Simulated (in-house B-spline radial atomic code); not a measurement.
**Ionising Sc VII (Sc6+) with different functionals**

Computed with a B-spline radial code for spherical atoms: scalar-relativistic (spin-free X2C) Hamiltonian, Fermi nucleus of rms radius 3.5459 fm, spin-polarised at highest spin, spherical fractional occupations for the functionals, and exact exchange of hybrids averaged over the configuration. The ionisation energy is the difference of two self-consistent energies, [Ne] 3s2 3p3 → [Ne] 3s2 3p2, without Breit or QED terms; ε is the level of the shell that loses the electron (its least bound occupied spin orbital).

```tsv
method	rung	ΔSCF (eV)	-ε(3p) (eV)
PBE0	global hybrid	137.09	129.31
B3LYP	global hybrid	137.00	128.62
TPSSh	global hybrid	?	?
BHandHLYP	global hybrid	?	?
r2SCAN0	global hybrid	137.68	130.07
B97-1	global hybrid	136.93	128.65
HSE06	range-separated hybrid	137.06	128.86
wB97X	range-separated hybrid	136.89	131.67
CAM-B3LYP	range-separated hybrid	136.94	130.60
LC-wPBE	range-separated hybrid	137.10	132.00
```

Problem. What does BHandHLYP give?

Solution. ΔSCF 136.94 eV, and -ε(3p) = 131.88 eV.

Problem. What does TPSSh give?

Solution. ΔSCF 137.29 eV, and -ε(3p) = 127.90 eV.

Problem. Among the functionals, which spreads more, the ΔSCF values or the orbital energies?

Solution. The orbital energies: ΔSCF values span about 0.79 eV and the orbital energies 4.10 eV; here energy differences depend much less on the functional than eigenvalues do.

Problem. How do they compare with the NIST value?

Solution. NIST lists 138.0 eV ± 0.25 (semi-empirical, ground level to ground level). Errors run from -1.10 to -0.31 eV; r2SCAN0 is closest (-0.31 eV), but part of that can be cancellation, since the calculations leave out spin-orbit coupling, Breit-QED terms, multiplet and fine-structure energies.
